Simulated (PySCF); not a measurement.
Input of a run (PBE0-D3(BJ)/def2-SVP geometry optimisation, gas phase, def2 core potentials past Kr (PySCF 2.14.0)), started from GFN2-xTB:
```
{"job": {"xc": "PBE0", "basis": "def2-SVP", "d3": "d3bj", "grid": 1, "maxiter": 30, "shake": 0.03, "kind": "geom"}, "charge": 0, "multiplicity": 1}
Te     0.055510    -0.071770    -0.644860
C     -0.014130    -0.017170     1.425260
H     -1.074200    -0.221560     1.719730
H      0.437500     0.987280     1.731130
H      0.688170    -0.806530     1.688990
F     -0.004580     0.011210    -2.565460
F      1.932600    -0.006920    -0.842340
F     -1.866080     0.031950    -0.883790
F     -0.005490     1.928340    -0.805450
F     -0.024670    -1.911590    -0.818800
```

Output (energies in Eh, forces in Eh/bohr):
```
step   0  E = -806.16377771  max force = 0.092895
step   1  E = -806.17724432  max force = 0.027558
step   2  E = -806.17540400  max force = 0.014944
step   3  E = -806.18027733  max force = 0.008112
step   4  E = -806.18075725  max force = 0.004587
step   5  E = -806.18070565  max force = 0.002265
step   6  E = -806.18088137  max force = 0.001592
step   7  E = -806.18081686  max force = 0.002036
step   8  E = -806.18093442  max force = 0.000474
step   9  E = -806.18093898  max force = 0.000230
optimisation converged
```

Task: Summarise the run.

Result: The energy falls by 0.467 eV over 10 energy and gradient evaluations, the largest force component goes from 0.0929 to 2.3e-04 Eh/bohr, and the atoms move by 0.061 Å rms after alignment. The bond that changes most is Te1–F9 (ends: tellurium bonded to C and 5 F; fluorine bonded to Te), which shortens by 0.106 Å. Bonds longer at the end by more than 0.005 Å: 4 of 9; shorter: 5. Among the angles that change most is F7–Te1–F8, from 166.0° to 174.8°. The energy rose by more than 1e-6 Eh at steps 2, 5 and 7. The first step brought 78 % of the lowering.

Task: What are the final bond lengths?

Result: Te1–C2 2.096 Å, Te1–F6 1.880 Å, Te1–F7 1.901 Å, Te1–F8 1.901 Å, Te1–F9 1.902 Å, Te1–F10 1.901 Å, C2–H3 1.096 Å, C2–H4 1.096 Å, C2–H5 1.096 Å. Numbering counts from 1 in the input's order; the species is TeMeF5 (`C[Te](F)(F)(F)(F)F`).

The run used 125 basis functions and 71 SCF cycles in all.

PBE0-D3(BJ)/def2-SVP frequencies: not computed here.
